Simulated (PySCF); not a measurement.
## Mayer bond orders and bond lengths

C3H7NO2Si.
Atom-mapped SMILES: `[H]/[N:7]=[CH:6]\[SiH2:5][O:4][C:2]([CH3:1])=[O:3]` (hydrogens: H8, H9, H10 on C1; H11, H12 on Si5; H13 on C6; H14 on N7)

Geometry (PBE0-D3(BJ)/def2-SVP, Å), atoms numbered from 1 in this order:
```xyz
14
C3H7NO2Si angstrom
C      2.4989   -0.1739    0.1823
C      1.1761   -0.5778    0.7525
O      1.0103   -1.2067    1.7679
O      0.1343   -0.1716    0.0115
Si    -1.4206   -0.5969    0.6009
C     -2.5916    0.1429   -0.6896
N     -3.8626    0.0752   -0.6623
H      2.6310   -0.6470   -0.8020
H      2.5194    0.9137    0.0233
H      3.3057   -0.4789    0.8575
H     -1.6737    0.0207    1.9308
H     -1.5866   -2.0745    0.6533
H     -2.1452    0.6847   -1.5462
H     -4.1945   -0.4418    0.1637
```

Bond orders from the PBE0/pcSseg-1 density (PySCF). One conformer (not necessarily the lowest) at the PBE0-D3(BJ)/def2-SVP geometry, without solvent, vibrations or thermal averaging.

**Question.** Where do the orders between heavy atoms depart from those drawn in the SMILES?

**Answer.** The largest departure is 0.187, at O4–Si5 (drawn single, 0.813). Drawn single, order below 0.88: O4–Si5 (0.813) and Si5–C6 (0.858).

**Question.** Give the Mayer order of every bond, beside its length.

**Answer.** 
```csv
bond,drawn as,length (Å),Mayer order
C1–C2,single,1.496,1.001
C2–O3,double,1.206,1.934
C2–O4,single,1.341,1.066
O4–Si5,single,1.716,0.813
Si5–C6,single,1.893,0.858
C6–N7,double,1.273,1.987
C1–H8,single,1.100,0.942
C1–H9,single,1.099,0.945
C1–H10,single,1.095,0.958
Si5–H11,single,1.488,0.936
Si5–H12,single,1.488,0.936
C6–H13,single,1.108,0.919
N7–H14,single,1.029,0.938
```

Bonds between the same two heavy elements. C–O: lowest C2–O4 (1.066, 1.341 Å), highest C2–O3 (1.934, 1.206 Å).

**Question.** Sum the orders of all bonds at each heavy atom with more than one neighbour and set the sums beside the valence in the SMILES.

**Answer.** C1 3.846 (drawn 4), C2 4.001 (drawn 4), O4 1.879 (drawn 2), Si5 3.543 (drawn 4), C6 3.764 (drawn 4), N7 2.925 (drawn 3). Orders between atoms that aren't bonded are not in these sums.

For a closed shell the Mayer order of atoms A and B is Σ (PS)μν (PS)νμ over the basis functions μ on A and ν on B, with P the density and S the overlap matrix.
